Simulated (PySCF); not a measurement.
C₂H₁₁AlN₂Si, SMILES [CH3][Al]([CH3])[NH][SiH2]N, singlet (GFN2-xTB optimised geometry):

```
17

Si    -0.777    -0.294     0.000
N      0.944    -0.294     0.000
N     -1.221    -1.116     1.466
Al    -0.457    -1.857     2.928
C      1.522    -2.013     3.117
C     -1.738    -2.505     4.316
H     -1.188     1.116     0.000
H     -1.423    -0.999    -1.127
H      1.399    -1.116     0.364
H      1.423     0.038    -0.820
H     -2.233    -1.159     1.539
H      1.811    -2.270     4.141
H      1.958    -2.779     2.468
H      2.021    -1.072     2.866
H     -2.298    -1.686     4.779
H     -1.236    -3.041     5.126
H     -2.487    -3.186     3.899
```

Calculation: PBE0/def2-SVP (PySCF).

Problem. What are the frontier orbital energies and the dipole moment?

Solution. HOMO-2 -7.62 eV, HOMO-1 -7.19 eV, HOMO -6.97 eV, LUMO 0.08 eV, LUMO+1 0.60 eV; dipole moment 0.84 D.

On the same geometry PBE/def2-SVP run with PySCF gives HOMO-2 -6.31 eV, HOMO-1 -5.77 eV, HOMO -5.52 eV, LUMO -0.70 eV, LUMO+1 -0.19 eV; dipole moment 0.81 D.

Meta-Löwdin charges at PBE0/def2-SVP: Si1 0.86, N2 -0.69, N3 -0.78, Al4 0.82, C5 -0.61, C6 -0.60, H7 -0.15, H8 -0.16, H9 0.22, H10 0.21, H11 0.22, H12 0.11, H13 0.11, H14 0.12, H15 0.11, H16 0.11, H17 0.11.
